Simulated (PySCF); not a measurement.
# Continuum solvent and chemical shifts

Geometry:
```json
{"atom": "C1", "x (Å)": "-2.678", "y (Å)": "0.376", "z (Å)": "0.554"}
{"atom": "C2", "x (Å)": "-1.935", "y (Å)": "0.040", "z (Å)": "-0.733"}
{"atom": "N3", "x (Å)": "-0.749", "y (Å)": "-0.764", "z (Å)": "-0.545"}
{"atom": "C4", "x (Å)": "-0.906", "y (Å)": "-2.193", "z (Å)": "-0.501"}
{"atom": "C5", "x (Å)": "0.435", "y (Å)": "-0.198", "z (Å)": "-0.116"}
{"atom": "C6", "x (Å)": "1.544", "y (Å)": "-1.007", "z (Å)": "0.218"}
{"atom": "C7", "x (Å)": "2.749", "y (Å)": "-0.440", "z (Å)": "0.622"}
{"atom": "C8", "x (Å)": "2.902", "y (Å)": "0.940", "z (Å)": "0.721"}
{"atom": "C9", "x (Å)": "1.810", "y (Å)": "1.748", "z (Å)": "0.408"}
{"atom": "C10", "x (Å)": "0.598", "y (Å)": "1.200", "z (Å)": "0.003"}
{"atom": "H11", "x (Å)": "-2.033", "y (Å)": "0.934", "z (Å)": "1.249"}
{"atom": "H12", "x (Å)": "-3.011", "y (Å)": "-0.540", "z (Å)": "1.067"}
{"atom": "H13", "x (Å)": "-3.569", "y (Å)": "0.989", "z (Å)": "0.346"}
{"atom": "H14", "x (Å)": "-2.602", "y (Å)": "-0.507", "z (Å)": "-1.418"}
{"atom": "H15", "x (Å)": "-1.664", "y (Å)": "0.963", "z (Å)": "-1.270"}
{"atom": "H16", "x (Å)": "-0.173", "y (Å)": "-2.705", "z (Å)": "-1.148"}
{"atom": "H17", "x (Å)": "-1.907", "y (Å)": "-2.455", "z (Å)": "-0.868"}
{"atom": "H18", "x (Å)": "-0.799", "y (Å)": "-2.609", "z (Å)": "0.519"}
{"atom": "H19", "x (Å)": "1.470", "y (Å)": "-2.092", "z (Å)": "0.158"}
{"atom": "H20", "x (Å)": "3.585", "y (Å)": "-1.102", "z (Å)": "0.867"}
{"atom": "H21", "x (Å)": "3.849", "y (Å)": "1.378", "z (Å)": "1.043"}
{"atom": "H22", "x (Å)": "1.895", "y (Å)": "2.835", "z (Å)": "0.485"}
{"atom": "H23", "x (Å)": "-0.229", "y (Å)": "1.874", "z (Å)": "-0.220"}
```

GIAO PBE0/pcSseg-1 in PySCF on one PBE0-D3(BJ)/def2-SVP conformer, non-relativistic, equivalent nuclei averaged. Solvents enter as an IEF-PCM continuum (benzene with ε = 2.3, chloroform with ε = 4.7, methanol with ε = 32.6) around the gas-phase geometry. Shifts are referred to TMS computed in the same medium.

Gas phase, δ in ppm: C5 150.2, C7/C9 135.0, C8 120.0, C6/C10 114.1, C2 47.9, C4 38.7, C1 10.8, H20/H22 7.30, H21 6.75, H19/H23 6.52, H14/H15 3.32, H16/H17/H18 2.87, H11/H12/H13 1.02. Dipole moment 2.15 D.

Q: How does each δ change in the continuum?

A: 
```json
{"atoms": "C5", "environment": "aromatic carbon bearing nitrogen", "Δδ, benzene": "+1.0", "Δδ, chloroform": "+1.6", "Δδ, methanol": "+2.2"}
{"atoms": "C7/C9", "environment": "aromatic CH", "Δδ, benzene": "+0.4", "Δδ, chloroform": "+0.7", "Δδ, methanol": "+1.0"}
{"atoms": "C8", "environment": "aromatic CH", "Δδ, benzene": "-0.3", "Δδ, chloroform": "-0.5", "Δδ, methanol": "-0.6"}
{"atoms": "C6/C10", "environment": "aromatic CH", "Δδ, benzene": "+0.6", "Δδ, chloroform": "+0.9", "Δδ, methanol": "+1.3"}
{"atoms": "C2", "environment": "sp3 CH2 bonded to N", "Δδ, benzene": "+0.1", "Δδ, chloroform": "+0.2", "Δδ, methanol": "+0.3"}
{"atoms": "C4", "environment": "methyl carbon bonded to N", "Δδ, benzene": "+0.2", "Δδ, chloroform": "+0.4", "Δδ, methanol": "+0.6"}
{"atoms": "C1", "environment": "methyl carbon", "Δδ, benzene": "+0.1", "Δδ, chloroform": "+0.2", "Δδ, methanol": "+0.3"}
{"atoms": "H20/H22", "environment": "hydrogen on an aromatic CH", "Δδ, benzene": "+0.06", "Δδ, chloroform": "+0.10", "Δδ, methanol": "+0.15"}
{"atoms": "H21", "environment": "hydrogen on an aromatic CH", "Δδ, benzene": "+0.02", "Δδ, chloroform": "+0.04", "Δδ, methanol": "+0.07"}
{"atoms": "H19/H23", "environment": "hydrogen on an aromatic CH", "Δδ, benzene": "+0.10", "Δδ, chloroform": "+0.16", "Δδ, methanol": "+0.25"}
{"atoms": "H14/H15", "environment": "hydrogen on an sp3 CH2 bonded to N", "Δδ, benzene": "+0.05", "Δδ, chloroform": "+0.08", "Δδ, methanol": "+0.12"}
{"atoms": "H16/H17/H18", "environment": "hydrogen on a methyl carbon bonded to N", "Δδ, benzene": "+0.04", "Δδ, chloroform": "+0.06", "Δδ, methanol": "+0.09"}
{"atoms": "H11/H12/H13", "environment": "hydrogen on a methyl carbon", "Δδ, benzene": "0.00", "Δδ, chloroform": "0.00", "Δδ, methanol": "0.00"}
```

Changes are relative to the gas phase. The dipole moment becomes 2.51 D in benzene, 2.74 D in chloroform, 2.96 D in methanol.

Q: Which nuclei move most (in ppm), and what does the model miss?

A: C5 (aromatic carbon bearing nitrogen, +2.2 ppm) in methanol. A continuum only polarises the solute; specific hydrogen bonds, the anisotropy of aromatic solvents and changes of geometry or conformer are outside it.
